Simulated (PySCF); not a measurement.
A series of related molecules.

All values: PBE0/pcSseg-1 (PySCF) at GFN2-xTB geometries, gas phase, one conformer each.

(1) Rank by the lowest IAO charge on any atom, highest value first.
A. `C(#C)C#CC[Si@@H](P)OC=O`
B. `C#CC#C[SiH2][Si@H](P)OC`
C. `C#CC#C[C@@H]1CO[Si@@H]1P`
D. `C#CC#CC[Si@H](P)O[SiH3]`

(2) Rank by HOMO–LUMO gap, highest first.
A. `[Si@H]1(P)OC[C@H]1C#CC#C`
B. `C#CC#C[SiH2][Si@H](P)OC`
C. `C#CC#CC[Si@@H](P)OC=O`
D. `C#CC#CC[Si@H](P)OC`

Answers

(1) A (-0.566 e), B (-0.635 e), C (-0.673 e), D (-0.887 e).

(2) C (6.52 eV), D (6.32 eV), A (6.06 eV), B (5.75 eV).

All values together:

```tsv
SMILES	change	formula	μ (D)	HOMO (eV)	LUMO (eV)	lowest IAO charge (e)	highest IAO charge (e)	lowest Hirshfeld charge (e)	highest Hirshfeld charge (e)
C#CC#CC[Si@H](P)OC	parent	C6H9OPSi	0.97	-6.99	-0.67	-0.638 (O)	+0.995 (Si)	-0.227 (O)	+0.377 (Si)
C#CC#CC[SiH2]OC	terminal P group replaced by H	C6H8OSi	2.35	-6.95	-0.37	-0.642 (O)	+1.043 (Si)	-0.227 (O)	+0.414 (Si)
C#CC#CC[Si@@H](P)OCC	CH2 inserted into a O-C bond	C7H11OPSi	1.67	-7.02	-0.47	-0.648 (O)	+1.001 (Si)	-0.223 (O)	+0.380 (Si)
C#CC#CC[SiH2][Si@@H](P)OC	SiH2 inserted into a C-Si bond	C6H11OPSi2	1.12	-6.96	-0.70	-0.642 (O)	+0.692 (Si)	-0.231 (O)	+0.279 (Si)
C#CC#CC[Si@H](P)O[SiH3]	C replaced by Si	C5H9OPSi2	1.01	-7.06	-0.57	-0.887 (O)	+1.000 (Si)	-0.306 (O)	+0.394 (Si)
C#CC#C[SiH2][Si@H](P)OC	C replaced by Si	C5H9OPSi2	1.46	-7.17	-1.43	-0.635 (O)	+0.713 (Si)	-0.228 (O)	+0.284 (Si)
C#CC#C[C@@H]1CO[Si@@H]1P	ring closed by a new C-C bond	C6H7OPSi	1.95	-6.90	-0.84	-0.673 (O)	+0.981 (Si)	-0.261 (O)	+0.392 (Si)
C#CC#CC[Si@@H](P)OC=O	CH2 replaced by C=O	C6H7O2PSi	1.72	-7.23	-0.71	-0.566 (O)	+0.946 (Si)	-0.229 (O)	+0.385 (Si)
```

Conformers: `[CH:1]#[C:2][C:3]#[C:4][CH2:5][Si@H:6]([PH2:7])[O:8][CH3:9]` with C4–C5–Si6–P7 164°, C5–Si6–P7–H 67° and 160°, C5–Si6–O8–C9 -59°; `[CH:1]#[C:2][C:3]#[C:4][CH2:5][SiH2:6][O:7][CH3:8]` with C4–C5–Si6–O7 180°, C5–Si6–O7–C8 180°; `[CH:1]#[C:2][C:3]#[C:4][CH2:5][Si@@H:6]([PH2:7])[O:8][CH2:9][CH3:10]` with C4–C5–Si6–P7 62°, C5–Si6–P7–H -49° and -142°, C5–Si6–O8–C9 -152°, Si6–O8–C9–C10 126°; `[CH:1]#[C:2][C:3]#[C:4][CH2:5][SiH2:6][Si@@H:7]([PH2:8])[O:9][CH3:10]` with C4–C5–Si6–Si7 62°, C5–Si6–Si7–P8 -46°, Si6–Si7–P8–H 42° and -51°, Si6–Si7–O9–C10 -171°; `[CH:1]#[C:2][C:3]#[C:4][CH2:5][Si@H:6]([PH2:7])[O:8][SiH3:9]` with C4–C5–Si6–P7 -55°, C5–Si6–P7–H 9° and 101°, C5–Si6–O8–Si9 154°; `[CH:1]#[C:2][C:3]#[C:4][SiH2:5][Si@H:6]([PH2:7])[O:8][CH3:9]` with C4–Si5–Si6–P7 170°, Si5–Si6–P7–H 57° and -36°, Si5–Si6–O8–C9 -58°; `[CH:1]#[C:2][C:3]#[C:4][C@@H:5]1[CH2:6][O:7][Si@@H:8]1[PH2:9]` with O7–Si8–P9–H -166° and 101°; `[CH:1]#[C:2][C:3]#[C:4][CH2:5][Si@@H:6]([PH2:7])[O:8][CH:9]=[O:10]` with C4–C5–Si6–P7 75°, C5–Si6–P7–H -68° and -162°, C5–Si6–O8–C9 -135°, Si6–O8–C9–O10 0°.

Give the shifts from the parent, `C#CC#CC[Si@H](P)OC`.

| SMILES | change in μ (D) | change in HOMO (eV) | change in LUMO (eV) |
| --- | --- | --- | --- |
| C#CC#CC[SiH2]OC | +1.38 | +0.04 | +0.30 |
| C#CC#CC[Si@@H](P)OCC | +0.70 | -0.03 | +0.20 |
| C#CC#CC[SiH2][Si@@H](P)OC | +0.15 | +0.03 | -0.03 |
| C#CC#CC[Si@H](P)O[SiH3] | +0.04 | -0.07 | +0.10 |
| C#CC#C[SiH2][Si@H](P)OC | +0.49 | -0.18 | -0.76 |
| C#CC#C[C@@H]1CO[Si@@H]1P | +0.98 | +0.09 | -0.17 |
| C#CC#CC[Si@@H](P)OC=O | +0.75 | -0.24 | -0.04 |
